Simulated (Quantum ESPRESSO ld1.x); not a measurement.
Values are calculated unless marked as measured or tabulated.
Problem. All-electron atom: Zn25+ in [He] 2s2 2p1 (the NIST ground configuration). Level of theory: Dirac Kohn-Sham, PW91, spin-unpolarised, spherical densities, point nucleus; open shells are shared between the two j in proportion to 2j + 1 (ld1.x of Quantum ESPRESSO 7.5).

Spin-orbit splittings of the eigenvalues, e(l+1/2) - e(l-1/2), with zeta = 2 splitting/(2l+1) and mean radii in bohr:

shell  occ.  splitting (eV)  zeta (eV)  <r> j=l-1/2  <r> j=l+1/2
2p        1           29.63      19.75       0.1776       0.1805
3p        0               ?          ?       0.4605       0.4645

Estimate the 3p splitting.

Solution. 8.229 eV (zeta = 5.486 eV).
